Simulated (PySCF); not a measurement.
cyclopent-3-en-1-ol (C5H8O), SMILES C1CC(CC=1)O.

The structure is a stationary point at B3LYP-D3(BJ)/def2-SVP. One conformer was computed; it need not be the lowest.

Level of theory: B3LYP-D3(BJ)/def2-SVP in PySCF.

Frequencies are harmonic and unscaled.

```json
[
 {"mode": "1", "ν (cm⁻¹)": "141", "IR (km/mol)": "2.5", "Raman (Å⁴/amu)": "1.0", "depolarisation": "0.74", "moving atoms (share of kinetic energy)": "C 41 %, H 30 %, O 29 %"},
 {"mode": "2", "ν (cm⁻¹)": "353", "IR (km/mol)": "15.0", "Raman (Å⁴/amu)": "8.2", "depolarisation": "0.75", "moving atoms (share of kinetic energy)": "H 52 %, C 41 %"},
 {"mode": "3", "ν (cm⁻¹)": "392", "IR (km/mol)": "0.6", "Raman (Å⁴/amu)": "1.0", "depolarisation": "0.71", "moving atoms (share of kinetic energy)": "H 47 %, C 29 %, O 24 %"},
 {"mode": "4", "ν (cm⁻¹)": "408", "IR (km/mol)": "57.5", "Raman (Å⁴/amu)": "0.3", "depolarisation": "0.75", "moving atoms (share of kinetic energy)": "H 73 %, C 22 %"},
 {"mode": "5", "ν (cm⁻¹)": "458", "IR (km/mol)": "20.3", "Raman (Å⁴/amu)": "0.8", "depolarisation": "0.75", "moving atoms (share of kinetic energy)": "H 40 %, O 33 %, C 27 %"},
 {"mode": "6", "ν (cm⁻¹)": "688", "IR (km/mol)": "36.4", "Raman (Å⁴/amu)": "6.4", "depolarisation": "0.66", "moving atoms (share of kinetic energy)": "H 82 %, C 15 %"},
 {"mode": "7", "ν (cm⁻¹)": "767", "IR (km/mol)": "1.2", "Raman (Å⁴/amu)": "1.3", "depolarisation": "0.19", "moving atoms (share of kinetic energy)": "C 80 %, H 20 %"},
 {"mode": "8", "ν (cm⁻¹)": "788", "IR (km/mol)": "1.7", "Raman (Å⁴/amu)": "1.0", "depolarisation": "0.75", "moving atoms (share of kinetic energy)": "C 89 %, H 11 %"},
 {"mode": "9", "ν (cm⁻¹)": "847", "IR (km/mol)": "27.3", "Raman (Å⁴/amu)": "10.2", "depolarisation": "0.21", "moving atoms (share of kinetic energy)": "C 52 %, H 31 %, O 17 %"},
 {"mode": "10", "ν (cm⁻¹)": "873", "IR (km/mol)": "6.7", "Raman (Å⁴/amu)": "1.4", "depolarisation": "0.75", "moving atoms (share of kinetic energy)": "H 51 %, C 49 %"},
 {"mode": "11", "ν (cm⁻¹)": "940", "IR (km/mol)": "12.7", "Raman (Å⁴/amu)": "0.2", "depolarisation": "0.75", "moving atoms (share of kinetic energy)": "H 54 %, C 45 %"},
 {"mode": "12", "ν (cm⁻¹)": "945", "IR (km/mol)": "9.3", "Raman (Å⁴/amu)": "2.3", "depolarisation": "0.72", "moving atoms (share of kinetic energy)": "H 48 %, C 42 %, O 9 %"},
 {"mode": "13", "ν (cm⁻¹)": "977", "IR (km/mol)": "0.5", "Raman (Å⁴/amu)": "9.1", "depolarisation": "0.22", "moving atoms (share of kinetic energy)": "C 66 %, H 34 %"},
 {"mode": "14", "ν (cm⁻¹)": "977", "IR (km/mol)": "0.0", "Raman (Å⁴/amu)": "0.1", "depolarisation": "0.75", "moving atoms (share of kinetic energy)": "H 80 %, C 20 %"},
 {"mode": "15", "ν (cm⁻¹)": "1034", "IR (km/mol)": "0.0", "Raman (Å⁴/amu)": "4.0", "depolarisation": "0.75", "moving atoms (share of kinetic energy)": "H 56 %, C 44 %"},
 {"mode": "16", "ν (cm⁻¹)": "1078", "IR (km/mol)": "29.8", "Raman (Å⁴/amu)": "6.0", "depolarisation": "0.59", "moving atoms (share of kinetic energy)": "H 45 %, C 38 %, O 17 %"},
 {"mode": "17", "ν (cm⁻¹)": "1111", "IR (km/mol)": "0.1", "Raman (Å⁴/amu)": "20.0", "depolarisation": "0.55", "moving atoms (share of kinetic energy)": "H 90 %, C 10 %"},
 {"mode": "18", "ν (cm⁻¹)": "1148", "IR (km/mol)": "2.1", "Raman (Å⁴/amu)": "5.3", "depolarisation": "0.75", "moving atoms (share of kinetic energy)": "H 89 %, C 10 %"},
 {"mode": "19", "ν (cm⁻¹)": "1175", "IR (km/mol)": "99.9", "Raman (Å⁴/amu)": "4.7", "depolarisation": "0.75", "moving atoms (share of kinetic energy)": "H 82 %, C 9 %, O 9 %"},
 {"mode": "20", "ν (cm⁻¹)": "1247", "IR (km/mol)": "9.4", "Raman (Å⁴/amu)": "4.2", "depolarisation": "0.75", "moving atoms (share of kinetic energy)": "C 57 %, H 43 %"},
 {"mode": "21", "ν (cm⁻¹)": "1292", "IR (km/mol)": "2.4", "Raman (Å⁴/amu)": "0.6", "depolarisation": "0.75", "moving atoms (share of kinetic energy)": "H 73 %, C 27 %"},
 {"mode": "22", "ν (cm⁻¹)": "1301", "IR (km/mol)": "1.1", "Raman (Å⁴/amu)": "4.6", "depolarisation": "0.53", "moving atoms (share of kinetic energy)": "H 57 %, C 41 %"},
 {"mode": "23", "ν (cm⁻¹)": "1313", "IR (km/mol)": "5.0", "Raman (Å⁴/amu)": "2.1", "depolarisation": "0.19", "moving atoms (share of kinetic energy)": "H 60 %, C 40 %"},
 {"mode": "24", "ν (cm⁻¹)": "1374", "IR (km/mol)": "0.7", "Raman (Å⁴/amu)": "1.0", "depolarisation": "0.75", "moving atoms (share of kinetic energy)": "H 54 %, C 45 %"},
 {"mode": "25", "ν (cm⁻¹)": "1421", "IR (km/mol)": "54.8", "Raman (Å⁴/amu)": "12.2", "depolarisation": "0.53", "moving atoms (share of kinetic energy)": "H 81 %, C 14 %"},
 {"mode": "26", "ν (cm⁻¹)": "1441", "IR (km/mol)": "6.0", "Raman (Å⁴/amu)": "19.1", "depolarisation": "0.75", "moving atoms (share of kinetic energy)": "H 90 %, C 10 %"},
 {"mode": "27", "ν (cm⁻¹)": "1452", "IR (km/mol)": "9.8", "Raman (Å⁴/amu)": "19.0", "depolarisation": "0.53", "moving atoms (share of kinetic energy)": "H 89 %, C 11 %"},
 {"mode": "28", "ν (cm⁻¹)": "1680", "IR (km/mol)": "1.2", "Raman (Å⁴/amu)": "18.5", "depolarisation": "0.06", "moving atoms (share of kinetic energy)": "C 91 %, H 9 %"},
 {"mode": "29", "ν (cm⁻¹)": "3013", "IR (km/mol)": "22.2", "Raman (Å⁴/amu)": "222.4", "depolarisation": "0.10", "moving atoms (share of kinetic energy)": "H 94 %"},
 {"mode": "30", "ν (cm⁻¹)": "3013", "IR (km/mol)": "30.8", "Raman (Å⁴/amu)": "59.1", "depolarisation": "0.75", "moving atoms (share of kinetic energy)": "H 94 %"},
 {"mode": "31", "ν (cm⁻¹)": "3080", "IR (km/mol)": "12.7", "Raman (Å⁴/amu)": "114.7", "depolarisation": "0.75", "moving atoms (share of kinetic energy)": "H 91 %, C 9 %"},
 {"mode": "32", "ν (cm⁻¹)": "3080", "IR (km/mol)": "17.6", "Raman (Å⁴/amu)": "97.3", "depolarisation": "0.33", "moving atoms (share of kinetic energy)": "H 91 %, C 9 %"},
 {"mode": "33", "ν (cm⁻¹)": "3096", "IR (km/mol)": "38.9", "Raman (Å⁴/amu)": "127.3", "depolarisation": "0.23", "moving atoms (share of kinetic energy)": "H 92 %, C 8 %"},
 {"mode": "34", "ν (cm⁻¹)": "3181", "IR (km/mol)": "3.6", "Raman (Å⁴/amu)": "85.8", "depolarisation": "0.75", "moving atoms (share of kinetic energy)": "H 92 %"},
 {"mode": "35", "ν (cm⁻¹)": "3204", "IR (km/mol)": "15.4", "Raman (Å⁴/amu)": "172.9", "depolarisation": "0.13", "moving atoms (share of kinetic energy)": "H 90 %, C 10 %"},
 {"mode": "36", "ν (cm⁻¹)": "3782", "IR (km/mol)": "17.3", "Raman (Å⁴/amu)": "50.9", "depolarisation": "0.22", "moving atoms (share of kinetic energy)": "H 94 %"}
]
```
